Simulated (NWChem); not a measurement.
System: GeSiH$_{6}$O$_{2}$; SMILES O[SiH2][O][GeH3]

NWChem input:

```
start job
memory heap 200 mb stack 900 mb global 1100 mb
geometry units angstroms noautoz
  O      0.872669    -2.282499     0.383496
  Si    -0.577484    -1.662992    -0.140721
  O     -0.432462    -0.113015    -0.694390
  Ge     0.034615     1.441840     0.040717
  H      1.538662    -2.449508    -0.289838
  H     -1.120175    -2.456153    -1.279854
  H     -1.460821    -1.720831     1.054947
  H     -0.719600     2.524093    -0.744164
  H      1.556756     1.607621    -0.107181
  H     -0.376847     1.434964     1.525234
end
basis spherical
  O library def2-svp
  Si library def2-svp
  Ge library def2-svp
  H library def2-svp
end
dft
  xc r2scan
  iterations 150
  mulliken
end
task dft energy
```

Geometry: optimised at PBE0/def2-SVP.

Q: Predict the main results of this run. (r2SCAN/def2-SVP.) Quantities: energy (Ha); highest occupied level (eV); orbital gap (eV); dipole (D).

A: 
```yaml
energy (Ha): -2520.06
highest occupied level (eV): -7.33
orbital gap (eV): 7.15
dipole (D): 1.35
```
